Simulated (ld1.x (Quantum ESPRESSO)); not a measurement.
tellurium (Te): one change to a TM potential, before and after

| Property | Result |
| --- | --- |
| Element | Te |
| Generator | ld1.x (Quantum ESPRESSO) 7.5 |
| Type | norm-conserving Troullier–Martins (Kleinman–Bylander form) |
| Functional | LDA (PZ) |
| Relativity | scalar-relativistic |
| Frozen core | [Kr] |
| Valence charge | 16 |
| Reference configuration | 4d10 5s2 5p4 |
| Partial waves | 5s (bound): rc 1.35 bohr; 5p (bound): rc 2.20 bohr; 4f channel at -0.1 Ry: rc 2.05 bohr; 4d (bound): rc 1.30 bohr |
| Local potential | the d channel |
| Core correction | a·sin(br)/r model core inside 1.20 bohr |

Change: wave 5s (bound): rc 1.35 bohr becomes 5s (bound): rc 2.08 bohr.

Cutoffs: the cutoffs (Ry, on a coarse ladder) from which the occupation-weighted sum of valence levels, in a spherical-Bessel basis at the reference potential, stays within 10 and 1 mRy of its value at 400 Ry; they do not see the model core or the augmentation charge, which bear on the density cutoff. Errors are all-electron minus pseudo energies relative to the spin-unpolarised reference configuration.

**Question.** Predict the effect on cutoff, ghosts and configuration errors.

**Answer.** The potential gets neither clearly harder nor softer (110 Ry and 200 Ry → 110 Ry and 180 Ry); both files keep a bound ghost (p, s); of the 9 tests that both files solve, the error grows in 0 and shrinks in 4 by more than 15 % and 0.3 meV (median size 6.3 → 5.4 meV). That the errors move this way runs against the usual rule that smaller radii transfer better.

| quantity | base | changed |
| --- | --- | --- |
| cutoff, loose | 110 Ry | 110 Ry |
| cutoff, tight | 200 Ry | 180 Ry |
| loose cutoff by channel (10 mRy a level) | s 45 Ry, p 6 Ry, d 90 Ry | s 18 Ry, p 6 Ry, d 90 Ry |
| bound ghosts | s, p | s, p |
| error for 4d10 5s2 5p3, meV [ΔE 9.92 eV] | -1.9 | -1.3 |
| error for 4d10 5s2 5p2, meV [ΔE 28.09 eV] | -4.1 | -0.3 |
| error for 4d10 5s2 5p1, meV [ΔE 55.32 eV] | -6.3 | +6.3 |
| error for 4d10 5s1 5p5, meV [ΔE 9.35 eV] | -11 | -3.7 |
| error for 4d10 5s2 5p3.5, meV [ΔE 3.98 eV] | -0.9 | -0.8 |
| error for 4d10 5s0 5p6, meV [ΔE 18.92 eV] | -44 | -15 |
| error for 4d9 5s2 5p5, meV [ΔE 38.15 eV] | -348 | -340 |
| error for 4d10 5s2 5p4 (spin-polarised), meV [ΔE -0.48 eV] | +5.2 | +5.4 |
| error for 4d10 5s2 5p3 (spin-polarised), meV [ΔE 8.60 eV] | +13 | +14 |
| s: phases at 2.41 bohr within 0.05 rad from the reference energy up to (Ry; the scan ends near 5) | 2.9 | 2.1 |
| p: phases at 2.41 bohr within 0.05 rad from the reference energy up to (Ry; the scan ends near 5) | 4.1 | 4.1 |
| d: phases at 2.41 bohr within 0.05 rad from the reference energy up to (Ry; the scan ends near 5) | to the end of the scan | to the end of the scan |
| f: phases at 2.41 bohr within 0.05 rad from the reference energy up to (Ry; the scan ends near 5) | 1.3 | 1.3 |

 A true bound ghost makes a file unfit for plane-wave use even where its test errors are small: the radial tests pick states by their node count and pass the ghost by.
